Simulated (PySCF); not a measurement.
Structure problem from calculated spectra and properties.

Formula: C4H12B; charge -1.

- Couplings: largest of the computed one-bond spin–spin couplings (means over like bonds): 13C–1H +115.6 (×12), 13C–11B +43.6 (×4) Hz [B3LYP/pcJ-1, spin–dipole term left out for some pairs]
- 1H NMR: chemical shifts (computed TMS as zero) by class: -0.78 (12 H) ppm [GIAO KT3/pcSseg-2]
- 13C NMR: chemical shifts (computed TMS as zero) by class: 16.2 (4 C) ppm [GIAO KT3/pcSseg-2]
- XPS: B1s 187.7, C1s 284.3 (×4) eV [ΔSCF SCAN, pcX-2 on the ionised atom, pcseg-1 elsewhere, spin-free X2C]
- Rotational structure: rotational constants A, B, C: 3.877, 3.876, 3.875 GHz [PBE0-D3(BJ)/def2-SVP]
- NMR, other nuclei: isotropic shieldings of nuclei other than C and H, by class: 123 (1 B) ppm [GIAO KT3/pcSseg-2]

Gas-phase values; electronic properties from PySCF, density fitting. Levels stand in brackets. Isolated species at its PBE0-D3(BJ)/def2-SVP geometry, gas phase. The geometry's basis has no diffuse functions, a weakness for an anion. No diffuse functions stand in pcJ-1 and pcSseg-2, which bears on an anion's orbital energies. NMR classes are plain means over equivalent atoms (diastereotopic ones count apart unless rotation or inversion swaps them), as if these changed places fast.

Question: Propose a structure and show how it fits.

Answer: Numbering: `[CH3:1][B-:2]([CH3:3])([CH3:4])[CH3:5]`. 4 carbons fall into 1 class: sp3 carbon bound to boron [C1/C3/C4/C5] (16.2 ppm, 4 C). All hydrogens form one class (-0.78 ppm): methyl hydrogen. The other shieldings belong to: 123 ppm, four-coordinate boron [B2]. The couplings run between: +115.6 Hz, sp3 carbon bound to boron [C1] and its hydrogen (with 11 like pairs); +43.6 Hz, sp3 carbon bound to boron [C1] and four-coordinate boron [B2] (with 3 like pairs). The core levels belong to: B1s 187.7 eV, four-coordinate boron [B2]; C1s 284.3 eV, sp3 carbon bound to boron [C1/C3/C4/C5]. The optimised geometry has point group Td and is a spherical top (the spread among constants that symmetry makes equal is optimisation noise). Structure: `C[B-](C)(C)C` (tetramethylborate). The assignments are read from this structure; whether some other isomer fits the data as well wasn't checked.
